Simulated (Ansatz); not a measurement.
Total energies of (LiBr)3 ring (Li₃Br₃) from Ansatz at PBE0-D4/def2-TZVP, gas phase (1 Eh = 27.2114 eV = 2625.5 kJ/mol). The reference geometry is relaxed at B3LYP-D4/def2-SVP.

```csv
state,geometry,energy (Eh)
charge 0 singlet,reference,-7744.44539
charge 1 doublet,reference,-7744.08751
charge 1 doublet,relaxed at B3LYP-D4/def2-SVP,-7744.09380
free Li atom (doublet),–,-7.46705
free Br atom (doublet),–,-2573.81189
```

Problem. Work out the vertical ionisation energy to the doublet.

Solution. E(charge 1 doublet) − E(charge 0 singlet) = -7744.08751 − (-7744.44539) = 0.35788 Eh = 9.74 eV. For comparison, −ε of the highest occupied level is 8.03 eV at this level, 1.71 eV less.

Problem. How much does the charge 1 doublet relax, and what is the adiabatic ionisation energy?

Solution. Relaxation: -7744.08751 − (-7744.09380) = 0.00629 Eh = 0.17 eV. Adiabatic ionisation energy: 0.35159 Eh = 9.57 eV, without zero-point energy. 

Problem. What is the binding energy per atom against free atoms?

Solution. Atoms: 3 × (-7.46705) + 3 × (-2573.81189) = -7743.83682 Eh. Binding: -7743.83682 − (-7744.44539) = 0.60857 Eh = 16.56 eV, or 2.76 eV for each of 6 atoms (no zero-point energy, no counterpoise term).
